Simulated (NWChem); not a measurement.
Isomers of CH$_{4}$GeO$_{2}$, singlet, each optimised at B3LYP/6-31G* with NWChem, gas phase unless a solvent is named. Flexible species stand in one conformer each, which need not be the lowest. Pople sets run with spherical d functions. Low-valent species are run as closed-shell singlets; no triplet was tried in these runs. Relative energies count from the lowest isomer at each level and are electronic, without zero-point energy, on those geometries.

A: O=C[O][GeH3]
B: [O]([Ge][OH])C
C: C1[O][GeH2][O]1
D: O=[C](O)[GeH3]

```
quantity                                            A    B     C     D
-----------------------------------------------  ----  ---  ----  ----
relative energy, PBE/def2-TZVP (kcal/mol)        14.2  0.0  31.9  25.3
relative energy, B3LYP/def2-TZVP (kcal/mol)      15.8  0.0  34.5  29.0
relative energy, M06-2X/def2-TZVP (kcal/mol)     17.2  0.0  29.0  33.6
orbital gap (eV), B3LYP/6-31G*                   7.48  [?]  6.03  6.87
highest harmonic frequency (cm⁻¹), B3LYP/6-31G*  3059  [?]  3071  3605
```

Problem. Complete the blanks.

Solution. 
- orbital gap (eV), B3LYP/6-31G*, B: 5.87
- highest harmonic frequency (cm⁻¹), B3LYP/6-31G*, B: 3750
